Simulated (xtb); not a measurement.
C₈H₄N₂OS₂, SMILES c1nnc(-c2cc3sccc3s2)o1. All values are semi-empirical tight-binding results from xtb (GFN2-xTB unless named), good for trends rather than for accurate numbers. Geometry optimised at GFN2-xTB. This is a generated structure with no PubChem entry under its InChIKey; it may be hypothetical. The values are those of a single conformer.

Question: Estimate the properties. (Estimate from the structure and the level; the computed values follow.)

Answer: 
```yaml
point_group_as_xtb_finds_it: Cs
orbital_gap: 2.59 eV
zero_point_energy: 65.6 kcal/mol
G − E(el) at 298.15 K (modified RRHO): 42.4 kcal/mol
static polarisability (D4 model): 137.7 bohr³
solvation energy, GFN2-xTB/ALPB(water): -3.9 kcal/mol
solvation energy, GFN2-xTB/ALPB(hexane): -9.3 kcal/mol
```
